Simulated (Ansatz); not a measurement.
Gas-phase electronic energies from Ansatz, PBE0-D4/def2-TZVP geometries. CCSD(T)/CBS adds triple-zeta CCSD(T) − MP2 to the extrapolated MP2 energy (def2 sets, frozen cores). This one scheme is used for every species. DFT in def2-TZVPP. B3LYP here is the variant with VWN-RPA as its local correlation; programs differ in this. One conformer a species, not always the lowest.

`N[SiH]([SiH3])S` + `BN` → `BN[SiH]([SiH3])S` + NH₃  (ligand exchange at the Si–N bond)

Is it downhill or uphill in electronic energy at CCSD(T)/CBS, and by how much? (Best estimate.)

The calculation gave: Nearly level: ΔE = -1.3 kJ/mol.

What do these levels give: PBE-D4, r2SCAN-D4, PBE0-D4, B2PLYP, PBE, r2SCAN, PBE0, B3LYP, CCSD(T)/def2-TZVPP, HF/def2-QZVPP, SCS-MP2/def2-QZVPP, MP2/CBS(def2)? (An estimate is asked.)

Computed: PBE-D4 2.8, r2SCAN-D4 3.2, PBE0-D4 2.2, B2PLYP 4.9, PBE 7.1, r2SCAN 4.5, PBE0 6.2, B3LYP 9.6, CCSD(T)/def2-TZVPP -2.0, HF/def2-QZVPP 8.5, SCS-MP2/def2-QZVPP -0.2, MP2/CBS(def2) -1.8 kJ/mol.

Largest T1 diagnostic among the species: 0.013.

In def2-TZVPP, CCSD(T) changes the Hartree–Fock value by −10.3 kJ/mol (the triples alone add −1.8 kJ/mol) and MP2 by −10.8 kJ/mol. The D4 term adds −6.8 kJ/mol with B3LYP and −4.0 kJ/mol with PBE0; it sums over pairs of atoms, weighted by their polarisabilities, and B3LYP, whose exchange is more repulsive, gets the larger term.
